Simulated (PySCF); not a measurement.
# Fractional electron number in Cr+ (chromium, charge +1)

The 3d alpha orbital of [Ar] 3d5 is emptied in steps (occupation f), with all orbitals relaxed, ending at [Ar] 3d4. Calculation: PySCF 2.14, in aug-pcseg-2 (7s5p4d3f2g, 81 functions); no relativity, point nucleus. The exact energy is a straight line in f; departures are measured from the line between the end points of the same method.

| f | r2SCAN0 (eV) |
| --- | --- |
| 1 | 0.000 |
| 0.75 | -0.737 |
| 0.5 | -0.996 |
| 0.25 | -0.755 |
| 0 | 0.000 |

```json
{"method": "r2SCAN0", "E(f=0) − E(f=1) (eV)": "16.723", "−ε at f=1 (eV)": "12.852", "−ε at f=0.5 (eV)": "16.675"}
```

Orbital energy along the path (eV):

| f | r2SCAN0 |
| --- | --- |
| 1 | -12.852 |
| 0.75 | -14.715 |
| 0.5 | -16.675 |
| 0.25 | -18.707 |
| 0 | -20.787 |

Reference removal energy between the ground levels: 16.486 eV (measured; NIST Atomic Spectra Database, ionization energies). The calculation has no spin-orbit coupling. The determinant left behind need not be the lowest term of the ion.
